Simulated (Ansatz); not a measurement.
CH$_{2}$N (SMILES C#[NH+]), charge +1, singlet, at a GFN2-xTB geometry. Base run: CAM-B3LYP/aug-cc-pVDZ (Ansatz, an electronic-structure program).

Here is a job for Ansatz.
Ansatz 0.2 input:
```yaml
crystal:
  periodic: [false, false, false]
  atoms:
    - {symbol: C, position_ang: [-0.00000000, -0.00000000, -0.60033760]}
    - {symbol: N, position_ang: [0.00000000, 0.00000000, 0.53266898]}
    - {symbol: H, position_ang: [-0.00000000, -0.00000000, -1.67489223]}
    - {symbol: H, position_ang: [0.00000000, 0.00000000, 1.54823496]}
basis:
  gaussian:
    orbitals: aug-cc-pVDZ
hamiltonian:
  xc: cam_b3lyp
total_charge: 1
```

Variants of this job, named by their change:

| change | ΔE vs base (mEh) |
|---|---|
| base | 0.000 |
| occupation = up:A1:4 B1:1 B2:2 down:A1:4 B1:1 B2:2 | 1084.3 |
| occupation = up:A1:5 B1:1 B2:1 down:A1:5 B1:1 B2:1 | 0.000 |
| occupation = up:A1:6 B2:1 down:A1:6 B2:1 | 1073.4 |
| symmetry_tolerance_ang = 0.01 | 0.000 |
| occupation = up:A1:5 B2:2 down:A1:5 B2:2 | 727.2 |
| occupation = up:A1:4 B1:1 B2:1 A2:1 down:A1:4 B1:1 B2:1 A2:1 | 2039.9 |
